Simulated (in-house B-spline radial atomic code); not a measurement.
The numbers below are computed, except where a source is named.
Building a PAW d channel for Nb, r_c = 1.46 bohr

Nb, [Kr] 4d4 5s1, non-relativistic PBE, spherical and spin-unpolarised, from a B-spline radial code for spherical atoms (atomic units; all potentials screened as in the neutral atom).

Two all-electron partial waves φ1, φ2 are integrated outwards at E1 = ε(4d) = -0.119006 and E2 = E1 + 2 hartree; φ1 is the bound orbital and φ2 has unit norm inside r_c = 1.4621 bohr. Smooth partners are polynomials, r^3(a0 + a1 r² + a2 r⁴ + a3 r⁶), matched to φ and three derivatives at r_c, with no condition on the norm. The local potential is -14.9031 + (15.6871) r² + (-7.10879) r⁴ + (1.21298) r⁶ inside 1.1971 bohr and the all-electron one outside.

| wave | φ(r_c) | φ'(r_c) | a0 | a1 | a2 | a3 |
| --- | --- | --- | --- | --- | --- | --- |
| 1 | 0.7058245 | 0.01412206 | 1.193209 | -0.8830834 | 0.264527 | -0.02952671 |
| 2 | 0.4991923 | -2.843868 | 3.442662 | -3.180502 | 1.0184 | -0.1164759 |

Inside r_c the overlaps are <φi φj> = [[0.28411, 0.50358], [0.50358, 1.00000]] and, for the smooth waves, [[0.26297, 0.44037], [0.44037, 0.81477]]. With χj = (Ej − T − V_local) applied to smooth wave j, the program's quadrature gives the matrix B_ij = <smooth i, χj> as [[0.12567, 0.20522], [0.33163, 0.65598]].

Q: Check the match of the first wave, and find the augmentation charges q_ij.

A: At r_c the four terms are 3.72948, -5.90048, 3.77841, -0.90159, which sum to 0.7058, φ1(r_c) to rounding. q_ij is the all-electron overlap less the smooth one: [[0.02114, 0.06321], [0.06321, 0.18523]]. The smooth first wave has a norm of 0.2630 inside r_c against 0.2841, and q11 > 0 puts back the missing charge.

Q: B isn't symmetric. Show that D_ij = B_ij + Ej q_ij is.

A: Integrating by parts gives B12 − B21 = (E1 − E2) q12: 0.20522 − (0.33163) = -0.12642, and −2 × (0.06321) = -0.12642. So D12 = 0.20522 + (1.880994)(0.06321) = 0.32411 and D21 = 0.33163 + (-0.119006)(0.06321) = 0.32411; D11 = 0.12315, D22 = 1.00440. The projectors, p = (B⁻¹)ᵀ χ, are dual to the smooth waves; det B = 0.014.

Solving (T + V_local + Σ p D p) ψ = E (1 + Σ p q p) ψ in a sphere of 9 bohr, whose wall lifts the free-atom level a little, gives these levels:

| all-electron | one projector | two projectors |
| --- | --- | --- |
| -0.118753 | -0.118753 | -0.118753 |
| 0.125211 | 0.125141 | 0.125210 |
| 0.428029 | 0.427433 | 0.428024 |
| 0.881514 | 0.878798 | 0.881504 |
| 1.473870 | 1.464920 | 1.473860 |

Q: What does the second projector gain?

A: With one projector the errors are 0.00, -0.07, -0.60, -2.72, -8.95 millihartree. With two the errors are 0.00, 0.00, 0.00, -0.01, -0.01 millihartree. The scattering is exact at E1 and at E2 = 1.881, and over all levels compared the largest error is 0.01 millihartree. The lowest eigenvalue of the overlap operator is 1 with one and 0.9807 with two projectors. The smooth orbital alone needs a cutoff of 14.4 hartree for 1 millihartree of kinetic energy, against 19.7 for a norm-conserving Troullier-Martins orbital of the same radius; part of the gain comes from giving up the norm, part from the simpler form.
